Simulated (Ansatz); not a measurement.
The N2–H5 bond of aminoborane (SMILES BN) is stretched (multiplicity 1, the rest rigid).
Geometry at rest (charge 0, multiplicity 1):
```xyz
6

B     -0.77598     0.04477    -0.00303
N      0.60928    -0.03515     0.00238
H     -1.41382    -0.96287    -0.03106
H     -1.29389     1.11910     0.02047
H      1.20971     0.77280     0.02532
H      1.11297    -0.90681    -0.01625
```

Cores are frozen in the correlated methods.

Run with Ansatz (a first-principles code) with Gaussian orbitals. Each number belongs to the level named beside it.

FIC-MRCISD+Q on CASSCF(2,2)/cc-pVTZ, total energies (hartree):

| R (Å) | CASSCF | MRCISD | weight c² of the reference |
|---|---|---|---|
| 1.007 | -81.544218 | -81.853733 | 0.91269 |
| 1.762 | -81.419108 | -81.719753 | 0.90870 |
| 3.222 | -81.356968 | -81.649115 | 0.90783 |

**Question.** Add the Davidson correction (E_MRCISD − E_CASSCF)(1 − c²)/c² and give the energies above the first point at the three levels.

**Answer.** 
Corrections (hartree): -0.029610, -0.030208, -0.029660. Above the first point (kcal/mol):
- R = 1.762 Å: CASSCF 78.5, MRCISD 84.1, with the correction 83.7
- R = 3.222 Å: CASSCF 117.5, MRCISD 128.4, with the correction 128.4
